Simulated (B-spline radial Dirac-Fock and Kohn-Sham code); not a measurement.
## Auger decay of the 4d3/2 hole in Pm²⁺

System: promethium as Pm²⁺, [Xe] 4f5.

Method: one-electron (LDA, Dirac) transition rates at Dirac-Fock energies. Computed with a radial atomic solver. Kinetic energies are configuration averages from the vacuum level; the two-hole energies are estimated from single-hole states.

```
transition  kinetic energy (eV)  width (meV)  share (%)
   N4-O1O1                 7.84         16.0        1.3
   N4-N6O1                51.44          157       12.4
   N4-N7O1                51.90         15.7        1.2
   N4-O2O3                55.30         18.8        1.5
   N4-N6O2                73.41          127       10.0
   N4-N7O2                73.77         46.5        3.7
   N4-N6O3                77.03          216       17.1
   N4-N7O3                77.54         16.9        1.3
   N4-N6N6                92.27          148       11.7
   N4-N6N7                92.74          455       36.1
```

Coster-Kronig rates are the weakest part of this model and often come out 1.5 to 2.5 times too large. The listed channels hold 96 % of the non-radiative rate. Summed by principal shells, of 1.26 eV in all: NNN 48.3 %, NNO 45.8 %, NOO 5.9 %.
